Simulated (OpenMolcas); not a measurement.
An OpenMolcas run meant for Sn III (ANO-RCC-VTZP, DKH2; inactive shells 1s 2s 2p 3s 3p 3d 4s 4p 4d; intended active space 2 electrons in 4 orbitals (5s 5p)). One step of its input:

```
&CASPT2
Multistate=3 1 2 3
Frozen=9 9
IPEA=0.25
Imaginary=0.1
MaxIter=60
WThr=0.0 0.3 0.05
PrWF=0.5
NoMix
Deleted=16 14
```

The run finished. Its levels beside those of a sound run (MS-CASPT2, IPEA 0.25 Eh, imaginary shift 0.1 Eh (closed shells correlated: 4d)), in cm-1 above each run's lowest level:

```csv
Level,This run,Usual run
5s2 1S0,0.0,0.0
5s 5p 3P* 0,49733,53909
5s 5p 3P* 1,51196,55333
5s 5p 3P* 2,54465,58641
5s 5p 1P* 1,83503,79376
5p2 3P0,124577,128286
5p2 3P1,126670,130522
5p2 3P2 [57 %],128813,131700
5p2 1D2 [57 %],134885,135999
5p2 1S0,154636,153230
```

Q: Which setting is unsound, and how much does it matter here?

A: Nearly half of the orbitals are deleted from the virtual space, which removes much of the correlation energy. Against the sound run the excited levels shown move by 3300 cm-1 on average and by 4200 cm-1 at most.

Term energies are means over components that CASPT2 splits; among the terms shown or strongly mixed into the levels shown the widest spread is 5700 cm-1 (5p2 1D, this run). Over all roots computed the reference weight is 0.88 to 0.94 in the sound run, 0.94 to 1.00 in this run; the roots of lowest weight are the least certain, and an intruder state may touch them. Some levels mix across a computed gap that differs much from the measured one, so their mixing is not that of the real levels. The ¹D term of p² mixes with s d, which this space lacks. Levels of configurations outside the active space are missing.

A share in square brackets marks a mixed level and gives the weight of the term that names it, the lowest over the columns. * marks odd parity.
